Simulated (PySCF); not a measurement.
C6H8ClFSi.
SMILES with atom numbers: `[CH:1]#[C:2][C@@:3]1([Cl:4])[SiH2:5][CH2:6][CH2:7][C@@H:8]1[F:9]`

Definitions: NICS(0) = −σiso at the ring centroid; NICS(1) = −σiso and NICS(1)zz = −σzz at ±1 Å along the ring normal z. Level: GIAO PBE0/pcSseg-1 (PySCF, non-relativistic, gas phase) on the GFN2-xTB geometry, one conformer.

Ring bond lengths (Å), with Mayer bond orders in brackets: C3–Si5 1.935 (0.75), Si5–C6 1.909 (0.92), C6–C7 1.536 (1.00), C7–C8 1.525 (1.01), C8–C3 1.529 (0.94).

Task: What do the NICS probes read (ppm)?

Result: 
| ring | type | NICS(0) | NICS(1), two faces | NICS(1)zz, two faces | rms pucker (Å) | centre to ring atoms, mean (Å) |
| --- | --- | --- | --- | --- | --- | --- |
| C3–Si5–C6–C7–C8 | 5-membered ring with Si; formal bonds all single | -4.3 | -3.7 / -4.1 | -2.6 / -2.6 | 0.21 | 1.40 |

Task: What do they say, and how far can they be read as aromaticity?

Result: 
- C3–Si5–C6–C7–C8: mean NICS(1)zz -2.6 ppm, near zero. C3, Si5, C6, C7, C8 have four or more neighbours, so the value isn't read as a sign of a π ring current.

Task: How shielded are the nuclei of the rings and their hydrogens (means over atoms taken as equivalent)?

Result: 
```csv
atoms,environment,σ isotropic (ppm),"principal values of the symmetric part, first atom (ppm)"
C3,sp3 C–Cl carbon,131.0,"104.2, 129.6, 159.1"
Si5,SiH2 silicon,357.2,"321.0, 343.5, 407.1"
C6,sp3 carbon bound to silicon,180.7,"159.0, 183.9, 199.2"
C7,ring CH2 carbon,152.6,"133.5, 152.1, 172.2"
C8,sp3 C–F carbon,83.6,"63.2, 79.0, 108.8"
H on Si5,Si–H hydrogen,27.07,"23.5, 25.3, 32.4"
H on Si5,Si–H hydrogen,27.17,"23.9, 25.4, 32.2"
H on C6,methylene hydrogen,30.67,"25.8, 27.2, 39.0"
H on C6,methylene hydrogen,30.23,"25.8, 27.1, 37.8"
H on C7,methylene hydrogen,29.62,"25.3, 28.4, 35.1"
H on C7,methylene hydrogen,29.26,"24.1, 27.1, 36.5"
H on C8,methine hydrogen,26.82,"24.2, 26.3, 30.0"
```
